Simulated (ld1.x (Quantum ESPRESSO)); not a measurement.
# u(r) = r·R(r): atom against pseudo-atom (erbium)

Columns: radius, all-electron u(r) and pseudo u(r) of the 5d shell (level -1.26 eV) of erbium in the configuration [Kr] 4d10 4f12 5s2 5p6 5d0.5 6s1.5 6p0; PBE, non-relativistic, PAW scheme, ld1.x (Quantum ESPRESSO) 7.5.

```json
{"r (bohr)": "0.202", "all-electron": "0.0647", "pseudo": "0.0007"}
{"r (bohr)": "0.404", "all-electron": "-0.1987", "pseudo": "0.0052"}
{"r (bohr)": "0.606", "all-electron": "-0.1227", "pseudo": "0.0169"}
{"r (bohr)": "0.808", "all-electron": "0.0743", "pseudo": "0.0382"}
{"r (bohr)": "1.010", "all-electron": "0.2510", "pseudo": "0.0699"}
{"r (bohr)": "1.212", "all-electron": "0.3780", "pseudo": "0.1115"}
{"r (bohr)": "1.414", "all-electron": "0.4594", "pseudo": "0.1613"}
{"r (bohr)": "1.616", "all-electron": "0.5065", "pseudo": "0.2160"}
{"r (bohr)": "1.818", "all-electron": "0.5293", "pseudo": "0.2720"}
{"r (bohr)": "2.020", "all-electron": "0.5361", "pseudo": "0.3252"}
{"r (bohr)": "2.222", "all-electron": "0.5326", "pseudo": "0.3721"}
{"r (bohr)": "2.424", "all-electron": "0.5228", "pseudo": "0.4096"}
{"r (bohr)": "2.626", "all-electron": "0.5092", "pseudo": "0.4363"}
{"r (bohr)": "2.828", "all-electron": "0.4935", "pseudo": "0.4514"}
{"r (bohr)": "3.030", "all-electron": "0.4769", "pseudo": "0.4560"}
{"r (bohr)": "3.232", "all-electron": "0.4601", "pseudo": "0.4517"}
{"r (bohr)": "3.434", "all-electron": "0.4434", "pseudo": "0.4411"}
{"r (bohr)": "3.636", "all-electron": "0.4269", "pseudo": "0.4267"}
{"r (bohr)": "3.838", "all-electron": "0.4105", "pseudo": "0.4106"}
{"r (bohr)": "4.040", "all-electron": "0.3942", "pseudo": "0.3942"}
{"r (bohr)": "4.242", "all-electron": "0.3780", "pseudo": "0.3780"}
{"r (bohr)": "4.444", "all-electron": "0.3619", "pseudo": "0.3619"}
{"r (bohr)": "4.646", "all-electron": "0.3458", "pseudo": "0.3458"}
{"r (bohr)": "4.848", "all-electron": "0.3299", "pseudo": "0.3299"}
{"r (bohr)": "5.050", "all-electron": "0.3142", "pseudo": "0.3142"}
{"r (bohr)": "5.252", "all-electron": "0.2989", "pseudo": "0.2989"}
```

Question: How many radial nodes do the two functions have?

Answer: The all-electron 5d function has n − l − 1 = 2; the pseudo-wave has 0, since the states of the same l below it are removed with the core.

Question: At about which radius was the pseudo-wave matched?

Answer: 4.04 bohr. The columns agree to 0.0005 from 3.64 bohr on; several derivatives are matched, so the curves merge somewhat inside the radius.

Question: Where does each function peak?

Answer: Outermost all-electron maximum near 2.02 bohr, pseudo maximum near 3.03 bohr (to the table’s step).

Question: Is the pseudo-wave norm-conserving?

Answer: No, it belongs to a PAW set: the norm inside the radius is not constrained, and the difference is carried by the augmentation charge.
